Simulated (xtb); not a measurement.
N-dimethylsilylethanamine (C₄H₁₃NSi), SMILES CCN[SiH](C)C. All values are semi-empirical tight-binding results from xtb (GFN2-xTB unless named), good for trends rather than for accurate numbers. The structure is a stationary point at GFN2-xTB. One conformer was computed; it need not be the lowest.

Computed properties:
The orbital gap comes out as 5.85 eV and the dipole moment is 0.96 D. The zero-point energy is 102.3 kcal/mol and the G − E(el) at 298.15 K (modified RRHO) is 80.3 kcal/mol. The static polarisability (D4 model) comes out as 88.3 bohr³, the solvation energy, GFN2-xTB/ALPB(water) is -1.0 kcal/mol and the solvation energy, GFN2-xTB/ALPB(ether) is -5.8 kcal/mol.
